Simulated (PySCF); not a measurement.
CH3BeFS. Atoms are numbered in the order given.

```xyz
7

Be     0.1073    -1.0972     0.0000
F     -0.3191    -2.4223     0.0000
S      0.7172     0.6977     0.0000
C     -0.9002     1.6007     0.0000
H     -1.4876     1.3754     0.9002
H     -0.6557     2.6714     0.0000
H     -1.4876     1.3754    -0.9002
```
Charge 0, spin multiplicity 1.

Coordinates come from a B3LYP-D3(BJ)/def2-SVP optimisation. One conformer was computed; it need not be the lowest.

The numbers are results of B3LYP/pcSseg-2 (PySCF), not measurements.

GIAO shieldings, no solvent; atoms alike by connectivity are averaged. δ = σ(ref) − σ: ¹⁹F against CFCl3 (σ = 159.6 ppm); ³³S against H2S (σ = 688.9 ppm); ¹³C against TMS (σ = 181.3 ppm); ¹H against TMS (σ = 31.68 ppm), references at their B3LYP-D3(BJ)/def2-TZVP geometries, non-relativistic.

```csv
nucleus,atoms,count,δ (ppm)
¹⁹F,F2,1,-168.8
³³S,S3,1,-18.3
¹³C,C4,1,12.5
¹H,"H5, H6, H7",3,2.46
```
